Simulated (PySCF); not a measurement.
# Computed records: AlBH₄

All values are calculated (PySCF 2.14.0). Calculation on a computer-drawn molecule: vertical ionisation energy to the stated ion spin, frozen-core CCSD(T) at the basis limit and cheaper methods, single-reference cases, UHF for radicals, no spin-orbit; all values are single points at the evaluated structure, the first of each entry, which is the reference or a displaced copy of it and isn't optimised; the reference structure only sets the zero of the energies above reference; triples share is (T) over the correlation energy.

Common to all runs: charge 0; multiplicity 1; ion multiplicity 2; diffuse functions no; basis cc-pV(n+d)Z; reference is the Hartree-Fock double-zeta minimum; best is HF at quadruple zeta + MP2 correlation extrapolated from triple and quadruple zeta + CCSD(T) minus MP2 at triple zeta; basis step is the size of the change from the same recipe one zeta lower.

(1) AlBH₄

Evaluated structure:
```xyz
6
AlBH4
B      0.1399     1.8373     1.6790
Al     0.1553     2.4694    -0.3773
H     -0.7359     1.0756     2.0963
H      1.0257     1.7681     2.3080
H      0.7928     1.5097    -1.4990
H     -0.3633     3.9212    -0.6294
```

Reference structure:
```xyz
6
AlBH4
B      0.1652     1.6823     1.6614
Al     0.1286     2.4493    -0.3451
H     -0.7665     1.0948     2.1502
H      1.1190     1.8054     2.3875
H      0.6164     1.5641    -1.5695
H     -0.3870     3.9194    -0.6508
```

```
ionisation energy best                         : 9.841 eV
ionisation energy basis step                   : 0.02436 eV
energy above reference best                    : 7.656 kcal/mol
energy above reference basis step              : 0.03491 kcal/mol
ionisation energy Koopmans at triple zeta      : 10.05 eV
ionisation energy EOM CCSD at triple zeta      : 9.815 eV
total energy HF triple zeta                    : -268.8743 hartree
total energy CCSD(T) triple zeta               : -269.1012 hartree
total energy best                              : -269.1266 hartree
T1 diagnostic at triple zeta                   : 0.01008
D1 diagnostic at triple zeta                   : 0.01865
ion T1 diagnostic at triple zeta               : 0.02023
ion D1 diagnostic at triple zeta               : 0.06601
ion spin squared at triple zeta                : 0.764
triples share at triple zeta                   : 0.02398
basis functions triple zeta                    : 125
dipole magnitude HF at triple zeta             : 0.1828 debye
dipole magnitude CCSD unrelaxed at triple zeta : 0.1278 debye
dipole magnitude PBE at triple zeta            : 0.1044 debye
dipole magnitude r2SCAN at triple zeta         : 0.1294 debye
dipole magnitude B3LYP at triple zeta          : 0.1323 debye
dipole magnitude wB97X at triple zeta          : 0.1855 debye
```

Drawn bonds:
```
atom  other atom  order
   1           2      1
   1           3      1
   1           4      1
   2           5      1
   2           6      1
```

Triple zeta:
```
 method  ionisation energy (eV)  energy above reference (kcal/mol)
     HF                   8.837                              8.112
    PBE                   9.447                              7.937
 r2SCAN                   9.491                              7.714
  B3LYP                   9.632                               7.55
  wB97X                   9.699                              7.787
    MP2                   9.704                              7.691
   CCSD                   9.715                              7.807
CCSD(T)                   9.746                              7.816
```

(2) AlBH₄

Evaluated structure:
```xyz
6
AlBH4
B      0.1399     1.8373     1.6790
Al     0.1553     2.4694    -0.3773
H     -0.7359     1.0756     2.0963
H      1.1184     1.7608     2.3739
H      0.7928     1.5097    -1.4990
H     -0.3633     3.9212    -0.6294
```

Reference structure:
```xyz
6
AlBH4
B      0.1652     1.6823     1.6614
Al     0.1286     2.4493    -0.3451
H     -0.7665     1.0948     2.1502
H      1.1190     1.8054     2.3875
H      0.6164     1.5641    -1.5695
H     -0.3870     3.9194    -0.6508
```

```
ionisation energy best                         : 9.859 eV
ionisation energy basis step                   : 0.02501 eV
energy above reference best                    : 3.827 kcal/mol
energy above reference basis step              : 0.01909 kcal/mol
ionisation energy Koopmans at triple zeta      : 10.09 eV
ionisation energy EOM CCSD at triple zeta      : 9.836 eV
total energy HF triple zeta                    : -268.8803 hartree
total energy CCSD(T) triple zeta               : -269.1075 hartree
total energy best                              : -269.1327 hartree
T1 diagnostic at triple zeta                   : 0.01025
D1 diagnostic at triple zeta                   : 0.01873
ion T1 diagnostic at triple zeta               : 0.02022
ion D1 diagnostic at triple zeta               : 0.06544
ion spin squared at triple zeta                : 0.764
triples share at triple zeta                   : 0.0244
basis functions triple zeta                    : 125
dipole magnitude HF at triple zeta             : 0.2226 debye
dipole magnitude CCSD unrelaxed at triple zeta : 0.1998 debye
dipole magnitude PBE at triple zeta            : 0.1678 debye
dipole magnitude r2SCAN at triple zeta         : 0.1826 debye
dipole magnitude B3LYP at triple zeta          : 0.1855 debye
dipole magnitude wB97X at triple zeta          : 0.2004 debye
```

Drawn bonds:
```
atom  other atom  order
   1           2      1
   1           3      1
   1           4      1
   2           5      1
   2           6      1
```

Triple zeta:
```
 method  ionisation energy (eV)  energy above reference (kcal/mol)
     HF                   8.871                              4.372
    PBE                   9.458                               3.61
 r2SCAN                   9.508                              3.804
  B3LYP                   9.648                              3.913
  wB97X                   9.716                              3.864
    MP2                   9.725                              3.986
   CCSD                   9.735                              3.916
CCSD(T)                   9.765                              3.859
```

(3) AlBH₄

Evaluated structure:
```xyz
6
AlBH4
B      0.1399     1.8373     1.6790
Al     0.1553     2.4694    -0.3773
H     -0.7359     1.0756     2.0963
H      1.2617     1.7496     2.4756
H      0.7928     1.5097    -1.4990
H     -0.3633     3.9212    -0.6294
```

Reference structure:
```xyz
6
AlBH4
B      0.1652     1.6823     1.6614
Al     0.1286     2.4493    -0.3451
H     -0.7665     1.0948     2.1502
H      1.1190     1.8054     2.3875
H      0.6164     1.5641    -1.5695
H     -0.3870     3.9194    -0.6508
```

```
triples share at triple zeta : —
total energy HF triple zeta  : —
```

Drawn bonds:
```
atom  other atom  order
   1           2      1
   1           3      1
   1           4      1
   2           5      1
   2           6      1
```

(4) AlBH₄

Evaluated structure:
```xyz
6
AlBH4
B      0.1399     1.8373     1.6790
Al     0.1553     2.4694    -0.3773
H     -0.7359     1.0756     2.0963
H      1.4171     1.7375     2.5859
H      0.7928     1.5097    -1.4990
H     -0.3633     3.9212    -0.6294
```

Reference structure:
```xyz
6
AlBH4
B      0.1652     1.6823     1.6614
Al     0.1286     2.4493    -0.3451
H     -0.7665     1.0948     2.1502
H      1.1190     1.8054     2.3875
H      0.6164     1.5641    -1.5695
H     -0.3870     3.9194    -0.6508
```

```
total energy best                         : —
ionisation energy EOM CCSD at triple zeta : —
total energy CCSD(T) triple zeta          : —
total energy HF triple zeta               : —
```

Drawn bonds:
```
atom  other atom  order
   1           2      1
   1           3      1
   1           4      1
   2           5      1
   2           6      1
```

(5) AlBH₄

Evaluated structure:
```xyz
6
AlBH4
B      0.1174     1.6347     1.5800
Al     0.1986     2.5303    -0.4229
H     -0.7785     1.1103     2.1297
H      1.0657     1.8453     2.4574
H      0.6460     1.7136    -1.6269
H     -0.4291     4.0060    -0.7216
```

Reference structure:
```xyz
6
AlBH4
B      0.1652     1.6823     1.6614
Al     0.1286     2.4493    -0.3451
H     -0.7665     1.0948     2.1502
H      1.1190     1.8054     2.3875
H      0.6164     1.5641    -1.5695
H     -0.3870     3.9194    -0.6508
```

```
dipole magnitude CCSD unrelaxed at triple zeta : —
triples share at triple zeta                   : —
energy above reference best                    : —
total energy best                              : —
```

Drawn bonds:
```
atom  other atom  order
   1           2      1
   1           3      1
   1           4      1
   2           5      1
   2           6      1
```

**Q.** Estimate the triples share at triple zeta of AlBH₄ (entry 3).
**A.** 0.02517

**Q.** Estimate the total energy HF triple zeta of AlBH₄ (entry 3).
**A.** -268.8692 hartree

**Q.** Give the missing total energy best for AlBH₄ (entry 4).
**A.** -269.1002 hartree

**Q.** AlBH₄ (entry 4): ionisation energy EOM CCSD at triple zeta?
**A.** 9.887 eV

**Q.** AlBH₄ (entry 4): total energy CCSD(T) triple zeta?
**A.** -269.0754 hartree

**Q.** Give the missing total energy HF triple zeta for AlBH₄ (entry 4).
**A.** -268.8448 hartree

**Q.** Give the table of triple zeta values for AlBH₄ (entry 4).
**A.** 
Triple zeta:
```
 method  ionisation energy (eV)  energy above reference (kcal/mol)
     HF                    8.97                              26.64
    PBE                   9.466                              22.43
 r2SCAN                   9.533                              24.06
  B3LYP                   9.669                              24.54
  wB97X                    9.77                               24.9
    MP2                   9.803                              25.78
   CCSD                   9.778                              24.41
CCSD(T)                   9.803                              24.03
```

**Q.** Give the missing dipole magnitude CCSD unrelaxed at triple zeta for AlBH₄ (entry 5).
**A.** 0.3255 debye

**Q.** Estimate the triples share at triple zeta of AlBH₄ (entry 5).
**A.** 0.02445

**Q.** Estimate the energy above reference best of AlBH₄ (entry 5).
**A.** 5.671 kcal/mol

**Q.** AlBH₄ (entry 5): total energy best?
**A.** -269.1297 hartree

Further results for AlBH₄ (entry 3):

```
ionisation energy best                         : 9.888 eV
ionisation energy basis step                   : 0.02602 eV
energy above reference best                    : 10.19 kcal/mol
energy above reference basis step              : 0.1107 kcal/mol
ionisation energy Koopmans at triple zeta      : 10.15 eV
ionisation energy EOM CCSD at triple zeta      : 9.87 eV
total energy CCSD(T) triple zeta               : -269.0976 hartree
total energy best                              : -269.1225 hartree
T1 diagnostic at triple zeta                   : 0.01089
D1 diagnostic at triple zeta                   : 0.01944
ion T1 diagnostic at triple zeta               : 0.02047
ion D1 diagnostic at triple zeta               : 0.06497
ion spin squared at triple zeta                : 0.7644
basis functions triple zeta                    : 125
dipole magnitude HF at triple zeta             : 0.5225 debye
dipole magnitude CCSD unrelaxed at triple zeta : 0.465 debye
dipole magnitude PBE at triple zeta            : 0.4128 debye
dipole magnitude r2SCAN at triple zeta         : 0.4364 debye
dipole magnitude B3LYP at triple zeta          : 0.4456 debye
dipole magnitude wB97X at triple zeta          : 0.4398 debye
```

Triple zeta:
```
 method  ionisation energy (eV)  energy above reference (kcal/mol)
     HF                   8.931                              11.34
    PBE                   9.472                              9.173
 r2SCAN                   9.533                              10.05
  B3LYP                   9.669                              10.41
  wB97X                   9.748                              10.32
    MP2                    9.76                              10.83
   CCSD                   9.766                              10.28
CCSD(T)                   9.794                              10.09
```

Further results for AlBH₄ (entry 4):

```
ionisation energy best                         : 9.895 eV
ionisation energy basis step                   : 0.02644 eV
energy above reference best                    : 24.23 kcal/mol
energy above reference basis step              : 0.15 kcal/mol
ionisation energy Koopmans at triple zeta      : 10.16 eV
T1 diagnostic at triple zeta                   : 0.01239
D1 diagnostic at triple zeta                   : 0.02588
ion T1 diagnostic at triple zeta               : 0.02592
ion D1 diagnostic at triple zeta               : 0.06796
ion spin squared at triple zeta                : 0.7861
triples share at triple zeta                   : 0.02628
basis functions triple zeta                    : 125
dipole magnitude HF at triple zeta             : 0.9699 debye
dipole magnitude CCSD unrelaxed at triple zeta : 0.8097 debye
dipole magnitude PBE at triple zeta            : 0.741 debye
dipole magnitude r2SCAN at triple zeta         : 0.7868 debye
dipole magnitude B3LYP at triple zeta          : 0.8071 debye
dipole magnitude wB97X at triple zeta          : 0.816 debye
```

Further results for AlBH₄ (entry 5):

```
ionisation energy best                    : 10.04 eV
ionisation energy basis step              : 0.02486 eV
energy above reference basis step         : 0.03718 kcal/mol
ionisation energy Koopmans at triple zeta : 10.28 eV
ionisation energy EOM CCSD at triple zeta : 10.03 eV
total energy HF triple zeta               : -268.8779 hartree
total energy CCSD(T) triple zeta          : -269.1048 hartree
T1 diagnostic at triple zeta              : 0.0103
D1 diagnostic at triple zeta              : 0.01892
ion T1 diagnostic at triple zeta          : 0.02089
ion D1 diagnostic at triple zeta          : 0.06742
ion spin squared at triple zeta           : 0.7654
basis functions triple zeta               : 125
dipole magnitude HF at triple zeta        : 0.3778 debye
dipole magnitude PBE at triple zeta       : 0.2902 debye
dipole magnitude r2SCAN at triple zeta    : 0.3194 debye
dipole magnitude B3LYP at triple zeta     : 0.3211 debye
dipole magnitude wB97X at triple zeta     : 0.3695 debye
```

Triple zeta:
```
 method  ionisation energy (eV)  energy above reference (kcal/mol)
     HF                   9.084                              5.852
    PBE                   9.635                              5.328
 r2SCAN                   9.694                              5.637
  B3LYP                   9.831                              5.711
  wB97X                    9.91                              5.711
    MP2                   9.921                               5.81
   CCSD                   9.924                              5.612
CCSD(T)                   9.952                              5.554
```
